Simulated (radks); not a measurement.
The numbers below are computed, except where a source is named.
Q: The mean radii <r> (bohr) of the occupied orbitals of an atom or ion are listed with their occupations. Code: a radial shooting solver on a logarithmic mesh with Libxc functionals. Model: scalar-relativistic Kohn-Sham, LDA (Slater exchange, Perdew-Wang correlation), spin-unpolarised, spherical densities, point nucleus.

| orbital | occ. | <r> |
|---|---|---|
| 1s | 2 | 0.02002 |
| 2s | 2 | 0.08493 |
| 2p | 6 | 0.07544 |
| 3s | 2 | 0.2212 |
| 3p | 6 | 0.2205 |
| 3d | 10 | 0.2000 |
| 4s | 2 | 0.4971 |
| 4p | 6 | 0.5271 |
| 4d | 10 | 0.5680 |
| 5s | 2 | 1.182 |
| 5p | 6 | 1.361 |
| 4f | 11 | 0.7114 |

Name the element and its charge.

A: Z = 69, thulium, charge +4: Tm4+ in [Xe] 4f11. The 1s radius gives Z: for a bare nucleus <r> = (2 gamma + 1)/(2Z) with gamma = sqrt(1 - (Z/c)^2), 0.01977 bohr for Z = 69, and screening makes it slightly larger (0.02002 here). The occupations add up to 65, and the charge is Z minus that.
